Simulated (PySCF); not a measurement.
N-ethenylpropan-2-imine (C₅H₉N), SMILES C=CN=C(C)C. Geometry optimised at B3LYP-D3(BJ)/def2-SVP. The values are those of a single conformer.

Computed with B3LYP-D3(BJ)/def2-SVP in PySCF.

Harmonic wavenumbers (cm⁻¹): 100, 138, 155, 205, 257, 383, 434, 499, 611, 714, 820, 870, 921, 932, 964, 1000, 1062, 1094, 1200, 1257, 1311, 1382, 1388, 1419, 1438, 1445, 1452, 1464, 1676, 1768, 3022, 3031, 3088, 3096, 3128, 3147, 3155, 3157, 3247. Rotational constants (GHz): 7.067, 2.354, 1.943; symmetry number 1.

Task: Work out the zero-point energy and the ideal-gas rigid-rotor harmonic-oscillator thermochemistry at 298.15 K and 1 atm.

Result: ZPE = ½ Σ hcν = ½ × 56428 cm⁻¹ = 80.67 kcal/mol. H − E(el) = 85.93 kcal/mol. Entropy in cal/(mol K): translation 39.17, rotation 26.70, vibration 17.09, total 82.96. G − E(el) = 61.20 kcal/mol. Cp = 28.01 cal/(mol K). Modes under 150 cm⁻¹ make the vibrational entropy uncertain.
